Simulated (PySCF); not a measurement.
Potential energy of AlSe along the bond

Set-up: Al pcseg-1, Se pcseg-1; no relativity (PySCF 2.14). Energies in eV from Al + Se in their ground configurations at the same level. State: ²Σ⁺ (doublet), unpaired electrons σ ↑.

| R (Å) | UHF-MP2 |
| --- | --- |
| 1.867 | -2.243 |
| 1.954 | -2.993 |
| 2.041 | -3.406 |
| 2.106 | -3.550 |
| 2.171 | -3.583 |
| 2.236 | -3.526 |
| 2.323 | -3.346 |
| 2.432 | -3.039 |
| 2.562 | -2.653 |
| 2.736 | -2.173 |

**Question.** Put a parabola through the three lowest points of the UHF-MP2 curve and estimate Re, k and ωe (reduced mass 20.17 u; 1 eV/Å² = 0.16022 mdyn/Å; ωe = 1302.8·√(k/μ) cm⁻¹).

**Answer.** Through R = 2.106, 2.171, 2.236 Å the second-order coefficient is 10.7 eV/Å², so Re ≈ 2.162 Å, k ≈ 3.41 mdyn/Å and ωe ≈ 536 cm⁻¹. A polynomial fit of higher order to the unrounded UHF-MP2 energies gives Re = 2.160 Å, k = 3.57 mdyn/Å, ωe = 548 cm⁻¹; anharmonicity and rounding make the difference.

The higher-order fit for each curve: UHF-MP2: Re = 2.160 Å, ωe = 548 cm⁻¹, De = 3.58 eV.

Correlated steps freeze 14 core orbitals. Correlated levels converge slowly with the basis: in double zeta they bind strong bonds too weakly, by up to about 1 eV, and carry superposition errors of some tenths. Spin–orbit coupling is left out. The state is the lowest determinant that a PBE0 search found; another state may lie lower at other levels.
